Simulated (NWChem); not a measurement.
A series in which one site is exchanged, each optimised at PBE0/def2-SVP with NWChem, gas phase unless a solvent is named. Some are not confirmed as minima by frequencies. def2 effective core potentials on I; no spin-orbit coupling.

A: [AlH]([I])[F] (AlHIF; site = F)
B: [Cl][AlH][I] (AlHICl; site = Cl)
C: [AlH2][I] (AlH2I; site = H)
D: [I][AlH][I] (AlHI$_{2}$; site = I)

Question: Rank them by orbital gap (eV), PBE0/def2-SVP, lowest first.

Answer: C (5.71), D (5.82), B (6.30), A (6.65)
